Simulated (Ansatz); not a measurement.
Basis-set extrapolation for C₂H₈AlBSi (`[AlH2]/[CH]=C/B[SiH3]`) (PBE0-D4/def2-TZVP geometry, frozen core, the Gaussian-basis code of Ansatz). Multiplicity 1, RHF reference.

```json
{"": "HF", "def2-TZVPP": "-635.922705", "def2-QZVPP": "-635.943381"}
{"": "MP2 correlation", "def2-TZVPP": "-0.621770", "def2-QZVPP": "-0.662862"}
{"": "CCSD(T) correlation", "def2-TZVPP": "-0.717120", "def2-QZVPP": "not run"}
```

Energies in hartree. Use E(X) = E(∞) + A·exp(−7.88·√X) for Hartree–Fock and E(X) = E(∞) + B·X^(−2.97) for correlation, with X = 3 and 4, and add CCSD(T) minus MP2 of the smaller set to the MP2 limit.

Q: What is the CCSD(T) energy at the basis-set limit?

A: HF limit: -635.943381 + (-0.020676) × 0.13774 = -635.94623. MP2 limit: -0.662862 + (-0.041092) × 0.74074 = -0.69330. Higher-order term: -0.717120 − (-0.621770) = -0.09535. Total: -636.73488 hartree, 249.6 kJ/mol below CCSD(T)/def2-TZVPP.
